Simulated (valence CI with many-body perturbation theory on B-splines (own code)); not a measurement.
# E1 line list for Nb26+

Level of theory: relativistic CI+MBPT: five valence electrons over a frozen Dirac-Fock core [Ne], a basis of 11 s, 11 p, 10 d, 8 f, 5 g, 2 h functions for each j, with the one-electron correlation potential Σ1 (screened to all orders), the two-electron term Σ2, the three-electron term Σ3, Breit, model QED; selected single and double excitations, second order for the rest, scaled by the run's own slope (own B-spline code, finite nucleus).

No measured spectrum was set against this ion. As an estimate, large intervals hold to a few tenths of a per cent, small ones and those within an open d or f shell to about a per cent. Among the levels kept, up to 3700 cm⁻¹ of a level comes from second order outside the variational space, and about a tenth of that is noise between levels of different J, which matters for small intervals.

Lines 101 to 150 of 588 in falling wavelength, among levels below 2430000 cm⁻¹, chosen from the strongest by gf and those to the six lowest levels. Wavelengths and rates use the calculated energies. Electric multipoles are in the length gauge with retardation, E1 and E2 with the static RPA response of the core. Weak lines are less certain than strong ones. Lines between different terms over intervals too small for the method are left out, as are lines whose strength nearly cancels. Where a level lies close to another of its J and parity, the split of strength between their lines is uncertain. The highest levels of a list are the least certain.

Names give the largest LS component (configuration and term), which can be under half, so a name can repeat, a term be missing and a line seem to break the LS rules; names also repeat where a configuration has a term twice. Letters in brackets count levels of one name in rising energy.

```
λ vac (Å)                 Upper                Lower   A (s⁻¹)  log gf  Branch %
    119.5   3s3p³3d ⁴P°_5/2 [b]      3s²3p²3d ⁴F_7/2  1.51e+10   -0.71      14.4
    119.5   3s3p³3d ²D°_5/2 [f]  3s²3p²3d ²D_5/2 [d]  1.21e+10   -0.81       4.8
    119.2   3s3p³3d ²F°_5/2 [c]  3s²3p²3d ²D_5/2 [a]  1.88e+10   -0.62       8.6
    119.1   3s3p³3d ²F°_7/2 [a]      3s²3p²3d ⁴D_7/2  2.49e+10   -0.37      60.6
    118.8   3s3p³3d ⁴P°_5/2 [c]      3s²3p²3d ⁴D_7/2  1.28e+10   -0.79      19.3
    118.5   3s3p³3d ⁴F°_7/2 [b]      3s²3p²3d ⁴F_7/2  1.48e+10   -0.60      25.8
    118.5      3s3p⁴ ⁴P_3/2 [b]       3s²3p³ ⁴S°_3/2  1.73e+09   -1.84      33.7
    118.5   3s3p³3d ²D°_3/2 [b]      3s²3p²3d ²F_5/2  1.16e+10   -1.01       9.0
    118.4   3s3p³3d ²D°_5/2 [b]      3s²3p²3d ⁴D_3/2  1.06e+10   -0.87      11.9
    118.4   3s²3p²3d ²D_5/2 [a]       3s²3p³ ²P°_3/2  1.29e+09   -1.79       0.6
    118.2   3s3p³3d ⁴F°_9/2 [c]      3s²3p²3d ⁴D_7/2  1.22e+10   -0.59      32.4
    118.2      3s²3p3d² ²H°_9/2      3s²3p²3d ²G_9/2  8.71e+09   -0.74       9.9
    117.9   3s3p³3d ⁴D°_3/2 [c]      3s²3p²3d ⁴P_3/2  1.38e+10   -0.94       7.4
    117.7  3s²3p3d² ⁴D°_3/2 [a]  3s²3p²3d ²D_5/2 [a]  1.81e+10   -0.82       9.4
    117.7   3s3p³3d ²F°_7/2 [d]  3s²3p²3d ²D_5/2 [b]  8.87e+09   -0.83       4.4
    117.7  3s²3p3d² ²F°_7/2 [b]  3s²3p²3d ²D_5/2 [c]  1.21e+10   -0.70       5.5
    117.6           3p⁵ ²P°_3/2         3s3p⁴ ⁴P_5/2  4.10e+09   -1.47      13.9
    116.7  3s²3p3d² ²F°_7/2 [b]  3s²3p²3d ²F_7/2 [b]  1.35e+10   -0.66       6.1
    116.3   3s3p³3d ⁴D°_7/2 [c]      3s²3p²3d ⁴D_7/2  8.77e+09   -0.85       7.8
    116.3   3s3p³3d ²D°_5/2 [c]      3s²3p²3d ⁴P_3/2  8.24e+09   -1.00       4.4
    116.1       3s²3p²3d ⁴D_3/2       3s²3p³ ²D°_5/2  1.60e+10   -0.89      50.0
    115.7   3s3p³3d ⁴F°_5/2 [b]  3s²3p²3d ²P_3/2 [a]  9.08e+09   -0.96      16.5
    115.7  3s²3p3d² ²F°_5/2 [a]  3s²3p²3d ²D_5/2 [d]  1.34e+10   -0.79       4.1
    115.7  3s²3p3d² ⁴P°_5/2 [a]  3s²3p²3d ²F_7/2 [b]  1.20e+10   -0.84       4.4
    115.6  3s²3p3d² ²P°_1/2 [a]  3s²3p²3d ²D_3/2 [b]  2.29e+10   -1.04       8.2
    115.2      3s²3p3d² ⁴G°_5/2      3s²3p²3d ⁴D_3/2  1.13e+10   -0.87      13.4
    115.0   3s3p³3d ⁴D°_3/2 [c]      3s²3p²3d ⁴P_5/2  9.68e+09   -1.12       5.1
    114.8      3s²3p3d² ²H°_9/2  3s²3p²3d ²F_7/2 [a]  8.34e+09   -0.78       9.5
    114.7   3s3p³3d ⁴D°_1/2 [c]  3s²3p²3d ²P_3/2 [a]  2.26e+10   -1.05      16.0
    114.7   3s3p³3d ⁴F°_3/2 [b]      3s²3p²3d ²F_5/2  1.47e+10   -0.93      11.7
    114.6     3s²3p3d² ⁴G°_11/2      3s²3p²3d ²G_9/2  8.48e+09   -0.70      14.6
    114.5      3s²3p3d² ⁴F°_5/2  3s²3p²3d ²D_5/2 [a]  1.23e+10   -0.84       5.1
    114.5  3s²3p3d² ²D°_3/2 [a]  3s²3p²3d ²P_1/2 [c]  1.85e+10   -0.84       9.0
    114.1  3s²3p3d² ²P°_3/2 [a]  3s²3p²3d ²D_5/2 [d]  1.02e+10   -1.10       3.2
    114.0  3s²3p3d² ⁴F°_3/2 [a]      3s²3p²3d ⁴P_3/2  1.60e+10   -0.90       6.3
    113.6   3s3p³3d ²D°_5/2 [b]      3s²3p²3d ⁴F_7/2  6.89e+09   -1.10       7.7
    113.6   3s3p³3d ⁴F°_3/2 [a]         3s3p⁴ ⁴P_5/2  6.81e+08   -2.28       6.2
    113.4  3s²3p3d² ⁴D°_5/2 [b]  3s²3p²3d ²F_7/2 [b]  1.86e+10   -0.67       6.5
    113.4   3s3p³3d ²D°_5/2 [c]      3s²3p²3d ⁴P_5/2  1.82e+10   -0.68       9.7
    113.1   3s3p³3d ⁴D°_5/2 [c]  3s²3p²3d ⁴D_5/2 [b]  7.41e+09   -1.07       4.4
    113.1  3s²3p3d² ²P°_1/2 [a]  3s²3p²3d ²P_1/2 [c]  2.21e+10   -1.07       7.9
    113.1   3s²3p²3d ⁴D_1/2 [b]       3s²3p³ ²D°_3/2  2.16e+10   -1.08      63.5
    113.0  3s²3p3d² ²D°_3/2 [a]  3s²3p²3d ²P_1/2 [b]  6.30e+10   -0.32      30.8
    113.0   3s3p³3d ⁴D°_7/2 [d]  3s²3p²3d ⁴D_5/2 [b]  1.16e+10   -0.75       7.6
    112.8   3s3p³3d ⁴P°_3/2 [b]  3s²3p²3d ⁴D_1/2 [a]  1.13e+10   -1.06      10.8
    112.5   3s3p³3d ²D°_5/2 [c]      3s²3p²3d ²G_7/2  1.88e+10   -0.67      10.1
    112.4   3s²3p²3d ²P_1/2 [b]       3s²3p³ ²P°_3/2  1.64e+10   -1.21       7.8
    112.4  3s²3p3d² ²P°_3/2 [a]  3s²3p²3d ²D_3/2 [c]  2.52e+10   -0.72       7.9
    112.3   3s²3p²3d ⁴D_5/2 [b]       3s²3p³ ²D°_5/2  4.70e+09   -1.27      12.9
    112.2   3s3p³3d ²P°_3/2 [c]  3s²3p²3d ²D_5/2 [b]  3.41e+10   -0.59      11.4
```
